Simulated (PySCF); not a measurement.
Dipole moment and polarisability of `C=CC[P@@](=O)(O)C=C`

Compound: C₅H₉O₂P.
Cartesian coordinates in Å at the GFN2-xTB level; atoms count from 1:
```
atom  x, y, z in Å
C1     3.0251    0.4040    0.3238
C2     1.9105    0.2211    1.0075
C3     0.8051   -0.6792    0.5802
P4    -0.6201    0.4066    0.1407
O5    -0.9860    1.4257    1.1301
O6    -0.1348    1.0736   -1.2496
C7    -1.9601   -0.7105   -0.3665
C8    -3.1211   -0.6515    0.2580
H9     3.2226   -0.1293   -0.5918
H10    3.7901    1.0853    0.6538
H11    1.7226    0.7723    1.9190
H12    0.4814   -1.3287    1.3956
H13    1.0805   -1.2789   -0.2862
H14   -0.2443    2.0229   -1.1709
H15   -1.7607   -1.3937   -1.1780
H16   -3.2609    0.0563    1.0593
H17   -3.9568   -1.2839    0.0038
```

Level: PBE0/def2-SVPD (PySCF), static field, nuclei fixed, core orbitals frozen in the response. The polarisability tensor in these axes (au):

```
x   120.37   8.83  -5.93
y     8.83  76.13   2.03
z    -5.93   2.03  74.91
```

Task: Diagonalise the tensor; give its mean and Δα, where Δα² is half the sum of the squared differences of the eigenvalues.

Result: Principal values 71.26, 77.46 and 122.69 au; mean 90.47 au = 13.41 Å³ = 14.92 × 10⁻⁴⁰ C²·m²/J; Δα = 48.63 au (54 % of the mean).

Task: What is the dipole moment, and where does it point?

Result: (0.05, -2.13, -1.36) D, 2.53 D in size, pointing from the negative to the positive side. Measured along this direction, the outermost atoms are O5 at the negative end and H15 at the positive end.

Task: Find the Langevin capture rate constant for O2+ (31.990 u) meeting this molecule (132.034 u), k = 2.342 × 10⁻⁹ cm³/s × √(α in Å³ / reduced mass in u).

Result: The reduced mass is 25.75 u, so k = 1.69 × 10⁻⁹ cm³/s. The formula leaves out the permanent dipole, which adds to the capture rate.

Task: How large is μ²/3kT at 350 K beside α?

Result: In Gaussian units μ²/3kT = 44.21 Å³ against 13.41 Å³, a ratio of 3.30; the Debye molar polarisation (4π/3)N_A(α + μ²/3kT) is 145.3 cm³/mol, leaving out the vibrational part.

Task: Form Σ f/ω² (atomic units) for the 8 lowest TDDFT singlets, given as eV and f, and set it beside the mean polarisability, which is this sum over all singlets: 5.64, 0.0387; 6.28, 0.0105; 6.58, 0.0115; 6.77, 0.2500; 7.01, 0.0164; 7.27, 0.0188; 7.37, 0.1286; 7.42, 0.2194.

Result: They add up to 10.54 au, 11.7 % of the 90.47 au; the largest single term is 4.04 au, from the state at 6.77 eV. Terms in order: 0.90, 0.20, 0.20, 4.04, 0.25, 0.26, 1.75, 2.95 au. Higher excitations give the rest. The strengths listed sum to 0.694.

The structure is a single GFN2-xTB conformer in the gas phase; no vibrational or solvent corrections.
